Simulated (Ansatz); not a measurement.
Cl⁻ beside HCl: one fragment in the basis of the whole pair (the partner's atoms are ghosts).

in.yaml

```yaml
crystal:
  periodic: [false, false, false]
  atoms:
    - {symbol: Cl, position_ang: [-0.084694, -0.015686, -1.560692]}
basis:
  gaussian:
    orbitals: "def2-TZVPPD.json"
    ghost_atoms:
      - {symbol: Cl, position_ang: [0.084679, 0.015683, 1.560584]}
      - {symbol: H, position_ang: [0.000014, 0.000003, 0.000109]}
total_charge: -1
hamiltonian: {xc: {name: revPBE}}
```

The basis file named in the input lies beside it (Basis Set Exchange, JSON).

Command:

```bash
ansatz run in.yaml --threads 2 --pin off --events-out ev --progress --plain --max-ram 5222MiB
```

Output of Ansatz 0.2.0:

```
Functional definition: revPBE
  name "revPBE"
  cite "Zhang & Yang, Phys. Rev. Lett. 80, 890 (1998) doi:10.1103/PhysRevLett.80.890"
  cite "Perdew, Burke & Ernzerhof, Phys. Rev. Lett. 77, 3865 (1996) doi:10.1103/PhysRevLett.77.3865"
  parameter kappa = 1.245
  parameter beta = 0.06672455060314922
  exchange = pbe_x(kappa = kappa, mu = beta*pi^2/3)
  correlation = pbe_c(beta = beta)
699 factors; their error is unknown
mean field evaluation 1: about -12511.6423 eV, gradient 6.0e1 eV
mean field evaluation 2: about -12509.4065 eV, gradient 8.1e1 eV
mean field evaluation 4: about -12522.6468 eV, gradient 2.8e0 eV
mean field evaluation 8: about -12522.6635 eV, gradient 1.8e-2 eV
mean field -12522.66348774 eV, -460.1993950082 hartree, gradient 2.2e-5 eV, S^2 0.000000; 0 other end points of the search recorded, 0 dependent functions left out
reference -12522.66354034 eV, -460.1993969411 hartree; 9, 9 occupied and 110, 110 virtual orbitals, 699 factors
Total energy: -12522.66354034 eV, -460.1993969411 hartree
```

Hardware: 2 CPU threads, shared host. Wall time about 0.5 s.
